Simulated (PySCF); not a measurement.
## Zn: ionisation energy

Zn [Ar] 3d10 4s2 (1S) → Zn+ [Ar] 3d10 4s1 (2S), as a difference of total energies. All numbers are calculated (PySCF 2.14, a scalar-relativistic core potential, in cc-pVTZ-PP with ECP10MDF). Correlated levels: valence: 3s2 3p6 frozen. The calculations carry no spin-orbit coupling.

```tsv
method	ionisation energy (eV)
UHF	7.805
LDA	9.897
TPSS	9.307
MP2 (valence)	9.046
SCS-MP2 (valence)	9.063
```

Errors of the correlated levels include the incompleteness of this basis and the frozen core.

MP2 underrates the near-degeneracy of ns² with np² in the lower species.

Question: Which method comes closest to the reference value, and which is furthest?

Answer: The reference is 9.394 eV (measured; NIST Atomic Spectra Database, ionization energies). Closest: TPSS (error -0.087 eV); furthest: UHF (error -1.589 eV).
